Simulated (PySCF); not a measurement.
PySCF 2.14 output of an unrestricted r2SCAN calculation on a single atom or ion in aug-cc-pVTZ-DK3, with scalar relativity by spin-free X2C-1e:

```
SCF conv_tol = 1e-09
number electrons alpha = 27  beta = 24
    J. W. Furness, A. D. Kaplan, J. Ning, J. P. Perdew, and J. Sun.,  J. Phys. Chem. Lett. 11, 8208-8215 (2020)
    J. W. Furness, A. D. Kaplan, J. Ning, J. P. Perdew, and J. Sun.,  J. Phys. Chem. Lett. 11, 9248-9248 (2020)
    J. W. Furness, A. D. Kaplan, J. Ning, J. P. Perdew, and J. Sun.,  J. Phys. Chem. Lett. 11, 8208-8215 (2020)
    J. W. Furness, A. D. Kaplan, J. Ning, J. P. Perdew, and J. Sun.,  J. Phys. Chem. Lett. 11, 9248-9248 (2020)
cycle= 1 E= -7113.8307129554  delta_E= -0.00813  |g|= 0.0169  |ddm|= 0.374
cycle= 2 E= -7113.83081224159  delta_E= -9.93e-05  |g|= 0.00274  |ddm|= 0.048
cycle= 3 E= -7113.83081568891  delta_E= -3.45e-06  |g|= 0.000946  |ddm|= 0.00832
cycle= 4 E= -7113.83081601641  delta_E= -3.27e-07  |g|= 0.000302  |ddm|= 0.00299
cycle= 5 E= -7113.83081604396  delta_E= -2.76e-08  |g|= 6.83e-06  |ddm|= 0.000815
cycle= 6 E= -7113.83081604401  delta_E= -4.91e-11  |g|= 8.9e-07  |ddm|= 3.97e-05
converged SCF energy = -7113.83081604401  <S^2> = 3.7556346  2S+1 = 4.0028163
```

The run itself started from symmetry-adapted Hartree-Fock orbitals and held the occupation by maximum overlap, on a logarithmic radial grid, so the iterations belong to that start.

**Question.** Which element, charge and spin multiplicity is this?

**Answer.** I²⁺ (iodine, charge +2), multiplicity 4; the state was [Kr] 4d10 5s1 5p4, high-spin 4P determinant (an excited configuration).
